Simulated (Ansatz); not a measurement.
Consider the ligand exchange at the Si–O bond: `Cl[SiH2][O][SnH3]` + `[NH2][AlH2]` → `[AlH2][NH][SiH2]Cl` + `[OH][SnH3]`.

Isolated molecules relaxed with PBE0-D4/def2-TZVP in Ansatz; ΔE leaves out vibrations. CCSD(T)/CBS adds triple-zeta CCSD(T) − MP2 to the extrapolated MP2 energy (def2 sets, frozen cores). This one scheme is used for every species. Functionals use def2-TZVPP. B3LYP here is the variant with VWN-RPA as its local correlation; programs differ in this. def2 core potentials past Kr. For Sn outer-core shells are correlated without core-valence functions, which leaves a few kJ/mol of doubt a bond. One conformer a species, not always the lowest.

`Cl[SiH2][O][SnH3]`:

Cartesian coordinates in Å:
```
Cl 1.484 1.915 0.153
Si 0.366 0.935 -1.290
O -0.368 -0.341 -0.640
Sn -0.511 -1.099 1.179
H -0.613 1.923 -1.799
H 1.315 0.526 -2.350
H -1.188 0.114 2.161
H -1.546 -2.426 0.943
H 1.062 -1.547 1.643
```

`[NH2][AlH2]`:

```xyz
6

N     0.666    0.651   -0.113
Al   -0.588   -0.575    0.100
H     0.497    1.642   -0.179
H     1.652    0.460   -0.186
H    -2.091   -0.088    0.195
H    -0.135   -2.090    0.183
```

`[AlH2][NH][SiH2]Cl`:

Cartesian coordinates in Å:
```
Al -1.035 1.476 -0.153
N -0.447 -0.191 -0.436
Si 0.975 -0.933 0.152
Cl 0.596 -2.232 1.712
H -0.118 2.435 0.702
H -2.423 1.874 -0.797
H -1.055 -0.801 -0.968
H 1.640 -1.754 -0.886
H 1.866 0.127 0.674
```

`[OH][SnH3]`:

Z-matrix (Å, degrees):
```
Sn
O 1 1.970
H 1 1.709 2 108.5
H 1 1.698 2 103.1 3 119.8
H 1 1.709 2 108.5 3 -120.5
H 2 0.959 1 113.2 3 60.0
```

```csv
level,ΔE (kcal/mol)
PBE0-D4,13.4
B3LYP-D4,14.8
```

Q: What does CCSD(T)/CBS give? (An estimate is asked.)

A: Computed: +14.8 kcal/mol. The listed levels differ from it by -1.4, 0.0 kcal/mol.

Largest T1 diagnostic among the species: 0.014.

In def2-TZVPP, CCSD(T) changes the Hartree–Fock value by −2.4 kcal/mol (the triples alone add −0.4 kcal/mol) and MP2 by −2.3 kcal/mol.
